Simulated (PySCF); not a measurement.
# Frontier orbitals and the lowest excitations

Species: Sn(vinyl)3(SiH3), C6H12SiSn.
Geometry (PBE0-D3(BJ)/def2-SVP, Å), atoms numbered from 1 in this order:
```xyz
20
C6H12SiSn angstrom
Sn     0.0433   -0.0175    0.2425
C     -0.3446    0.0425    2.3487
C     -1.0542   -0.8899    2.9909
H      0.0663    0.8800    2.9277
H     -1.4957   -1.7525    2.4771
H     -1.2349   -0.8390    4.0718
C      2.1582   -0.0789   -0.1064
C      2.7731    0.7746   -0.9296
H      2.7484   -0.8482    0.4075
H      2.2251    1.5576   -1.4672
H      3.8551    0.7302   -1.1077
C     -0.6791    1.7656   -0.7032
C     -0.9832    1.8270   -2.0031
H     -0.7876    2.6722   -0.0940
H     -0.9039    0.9575   -2.6667
H     -1.3350    2.7537   -2.4737
Si    -1.1170   -2.0674   -0.7872
H     -0.3699   -3.3283   -0.4865
H     -1.1889   -1.9114   -2.2739
H     -2.5129   -2.2139   -0.2678
```

Level of theory: TDDFT B3LYP/def2-SVPD, vertical, gas phase, core orbitals frozen in the response, def2 core potentials past Kr (PySCF 2.14.0, density-fitted response routines). Spin–orbit coupling is left out.

Kohn–Sham orbitals with the atoms that hold most of them (Löwdin shares over 4%, at most four atoms; ? is withheld):

```tsv
orbital	ε (eV)	atoms
HOMO-3	-8.00	C12 26%, C13 17%, Sn1 12%, C2 9%
HOMO-2	-7.57	C12 20%, C2 18%, C13 16%, C3 12%
HOMO-1	-7.38	?
HOMO	-7.08	Si17 23%, Sn1 17%, C7 14%, C8 14%
LUMO	-0.79	?
LUMO+1	-0.63	C8 26%, C7 25%, Sn1 9%, Si17 7%
LUMO+2	-0.37	C2 19%, C3 18%, C12 12%, C13 11%
```

Problem. Which atoms hold the HOMO-1, and with what shares?

Solution. C7 (bonded to C, Sn and H) 20%; C3 (bonded to C and 2 H) 15%; C2 (bonded to C, Sn and H) 15%; C12 (bonded to C, Sn and H) 11%.

Problem. Which atoms hold the LUMO, and with what shares?

Solution. C13 (bonded to C and 2 H) 17%; C3 (bonded to C and 2 H) 17%; C12 (bonded to C, Sn and H) 17%; C2 (bonded to C, Sn and H) 14%.

Problem. How does S1 compare with the orbital gap of 6.29 eV?

Solution. S1 is at 5.45 eV (f = 0.0092), 0.84 eV below the gap, made of HOMO→LUMO (77%), HOMO→LUMO+1 (10%). 

Next come S2 at 5.64 eV (f 0.026), HOMO→LUMO+1 (39%), HOMO-1→LUMO+1 (22%), HOMO→LUMO (14%); S3 at 5.71 eV (f 0.0072), HOMO-2→LUMO (35%), HOMO-1→LUMO+1 (26%), HOMO→LUMO+2 (12%); S4 at 5.89 eV (f 0.047), HOMO-1→LUMO (31%), HOMO→LUMO+2 (27%), HOMO→LUMO+1 (18%); S5 at 5.96 eV (f 0.021), HOMO-1→LUMO+1 (37%), HOMO-2→LUMO (20%), HOMO-1→LUMO (11%).

Löwdin shares depend on the basis, the more so with diffuse functions.

Hardware: an AMD EPYC with one thread, shared host with 64 logical CPUs at a one-minute load of 52. Cost: 4.3 min wall, 3.4 min CPU (with the writing of density and orbital grids), 1.3 GiB resident at most.

One conformer stands for the species.
